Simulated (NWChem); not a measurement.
# Si$_{2}$NH$_{6}$OF; SMILES O([SiH2]N)[SiH2]F

```xyz
11

Si    -0.5581    -1.6155     0.2080
F      0.7227    -2.4652    -0.3080
O     -0.3234    -0.0264    -0.0899
Si     0.5642     1.3819     0.0826
N     -0.2658     2.7900    -0.4268
H     -0.6835    -1.8676     1.6684
H     -1.7426    -2.0809    -0.5550
H      1.7856     1.2415    -0.7550
H      0.8762     1.5353     1.5319
H     -0.4013     2.9840    -1.4123
H     -1.0161     3.1828     0.1299
```
Atoms are numbered in this order, from 1.

Level: PBE0/def2-SVP (NWChem), optimised geometry, unscaled harmonic frequencies. 

Task: List the harmonic frequencies with IR intensities, and the thermochemistry.

Result: 
| frequency (cm⁻¹) | IR intensity (km/mol) |
|---|---|
| 25 | 1.1 |
| 42 | 0.5 |
| 64 | 1.1 |
| 231 | 17.8 |
| 254 | 14.2 |
| 345 | 12.6 |
| 403 | 251.1 |
| 556 | 30.3 |
| 594 | 21.8 |
| 709 | 128.2 |
| 746 | 0.2 |
| 805 | 37.4 |
| 873 | 17.2 |
| 878 | 33.1 |
| 903 | 65.8 |
| 925 | 555.6 |
| 944 | 221.3 |
| 981 | 168.6 |
| 994 | 58.8 |
| 1121 | 568.1 |
| 1546 | 50.8 |
| 2252 | 81.7 |
| 2269 | 164.0 |
| 2271 | 133.0 |
| 2290 | 127.9 |
| 3619 | 38.0 |
| 3718 | 43.2 |

The zero-point energy comes out as 43.4 kcal/mol, the thermal correction to the enthalpy at 298.15 K (with zero-point energy) is 49.0 kcal/mol and the heat capacity Cv is 26.5 cal/(mol K). The entropy at 298.15 K and 1 atm (symmetry number 1) is 91.6 cal/(mol K). The dipole moment is 2.53 D.

Rigid rotor and harmonic oscillator; modes under 100 cm⁻¹ make the entropy uncertain.
